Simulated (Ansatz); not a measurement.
**A geometry optimisation of CH2SiSn+ with PBE0-D3(BJ)/def2-SVP**

The starting geometry of this gas-phase doublet was optimised with GFN2-xTB.

| atom | x (Å) | y (Å) | z (Å) |
| --- | --- | --- | --- |
| C | 0.0191 | 0.4912 | 0.5299 |
| Si | -0.2784 | 0.1686 | -1.2277 |
| Sn | 1.3525 | -0.5449 | 1.8540 |
| H | -1.2777 | 0.6498 | -2.2030 |
| H | -0.3707 | 1.4707 | 0.8423 |

**Question.** Predict what becomes of its bonds when it is optimised with PBE0-D3(BJ)/def2-SVP.

**Answer.** It keeps its bonds.

The energy falls by 0.24 eV over 8 steps:

| step | E − E(last) (eV) |
| --- | --- |
| 1 | 0.236 |
| 2 | 0.087 |
| 3 | 0.034 |
| 4 | 0.017 |
| 5 | 0.001 |
| 6 | 0.000 |
| 7 | 0.000 |
| 8 | 0.000 |

Final geometry (Å):

```yaml
atoms:
  - { symbol: C, position_ang: [0.0745, 0.4816, 0.4517] }
  - { symbol: Si, position_ang: [-0.2938, 0.0114, -1.1869] }
  - { symbol: Sn, position_ang: [1.3120, -0.4557, 1.8160] }
  - { symbol: H, position_ang: [-1.2181, 0.7907, -2.0753] }
  - { symbol: H, position_ang: [-0.4299, 1.4072, 0.7899] }
```

Frequencies at the end are all real (lowest 108 cm⁻¹). Open shells are spin-unrestricted. Atoms past krypton carry core potentials, without spin–orbit terms. Run with Ansatz 0.2.0, 20 s on 1 thread of Intel(R) Xeon(R) 6975P-C (Granite Rapids), on a shared host.
